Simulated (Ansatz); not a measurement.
Reactions of `C=CN[SiH2]C`.

Gas-phase electronic energies from Ansatz, PBE0-D4/def2-TZVP geometries. CCSD(T)/CBS is the MP2 limit (def2-TZVPP, def2-QZVPP) plus CCSD(T) − MP2 in def2-TZVPP, frozen cores. This one scheme is used for every species. Triplets are unrestricted, without spin–orbit coupling. One conformer a species, not always the lowest.

**Question.** Order these by ΔE at CCSD(T)/CBS, lowest first. (Estimate.)
A. `C=CN[SiH2]C` → `C=CN[SiH3]` + `[CH2]` (triplet)
B. `C=CN[SiH2]C` + `B[SiH2]Cl` → `C[SiH2][SiH2]Cl` + `BNC=C`
C. `C=CN[SiH2]C` → `C=CN(C)[SiH3]`
D. `C=CN[SiH2]C` → `CC(C)[Si]N`
E. `C=CN[SiH2]C` + H₂ → `C=CN[SiH3]` + CH₄
F. `C=CN[SiH2]C` → `C=CNC` + `[SiH2]`
G. `C=CN[SiH2]C` + `BCl` → `C=CBCl` + `C[SiH2]N`
H. `C=CN[SiH2]C` → `CCC(=N)[SiH3]`

**Answer.** B (-121.0 kJ/mol), G (-68.8 kJ/mol), E (-20.6 kJ/mol), D (+27.1 kJ/mol), C (+69.2 kJ/mol), H (+101.1 kJ/mol), F (+361.3 kJ/mol), A (+482.5 kJ/mol).

Largest T1 diagnostic: 0.014, for `[SiH2]`.
